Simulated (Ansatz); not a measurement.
C3H3 (SMILES C#C[CH2]) moved off its minimum; all values from Ansatz (a quantum-chemistry and plane-wave program), cores frozen in correlated methods. Open shells are unrestricted.
(charge 0, multiplicity 2)
```xyz
6

C      1.23690    -0.21377     0.15662
C      0.15446    -0.01513     0.01461
C     -1.33079     0.23178    -0.13994
H      2.36942    -0.31442     0.30887
H     -1.64678     1.01847    -0.66343
H     -1.93149    -0.57100     0.24780
```

Forces at B3LYP/def2-TZVPP (eV/Å):

```json
[
 {"atom": "C1", "Fx": "15.798", "Fy": "-2.369", "Fz": "2.055"},
 {"atom": "C2", "Fx": "-16.322", "Fy": "3.048", "Fz": "-2.072"},
 {"atom": "C3", "Fx": "5.048", "Fy": "-3.793", "Fz": "2.306"},
 {"atom": "H4", "Fx": "-2.718", "Fy": "0.094", "Fz": "-0.367"},
 {"atom": "H5", "Fx": "-1.348", "Fy": "2.829", "Fz": "-1.847"},
 {"atom": "H6", "Fx": "-0.458", "Fy": "0.190", "Fz": "-0.075"}
]
```

Problem. Give the forces (eV/Å), the total energy and the dipole at CCSD(T)/cc-pVTZ.

Solution. 
```tsv
atom	Fx	Fy	Fz
C1	16.891	-2.586	2.205
C2	-17.067	3.207	-2.187
C3	4.719	-3.764	2.309
H4	-2.703	0.097	-0.369
H5	-1.365	2.880	-1.889
H6	-0.474	0.166	-0.070
```
Energy -115.7316 hartree, dipole 0.17 D.
